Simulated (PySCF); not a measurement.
Predicted microwave data (PBE0-D3(BJ)/def2-SVP geometry optimisation, gas phase in PySCF) for one isomer of C3H9BrSi:

- Rotational constants: A = 12412, B = 597.4, C = 580.1 MHz
- Dipole components: |μa| = 1.33 D, |μb| = 1.24 D, |μc| = 0.00 D
- Inertial defect: -15.45 u·Å²
- κ: -1.00

**Question.** Which candidate fits, each taken in the one conformer that was computed?
A. `[SiH3:1][CH2:2][CH2:3][CH2:4][Br:5]` with Si1–C2–C3–C4 178°, C2–C3–C4–Br5 180°
B. SiBrMe3 (`C[Si](C)(C)Br`)

**Answer.** A. It is [SiH3]CCCBr. The candidates at the same level (rigid rotor, commonest isotopes):

| SMILES | A (MHz) | B (MHz) | C (MHz) | μa (D) | μb (D) | μc (D) | Δ (u·Å²) | point group | rotor |
| --- | --- | --- | --- | --- | --- | --- | --- | --- | --- |
| C[Si](C)(C)Br | 3112 | 1441 | 1441 | 2.45 | 0.00 | 0.00 | -162.29 | – | – |
| [SiH3]CCCBr | 12412 | 597.4 | 580.1 | 1.33 | 1.24 | 0.00 | -15.45 | near Cs | – |

`C[Si](C)(C)Br` has C 148 % too high. No structure here is proved a minimum.
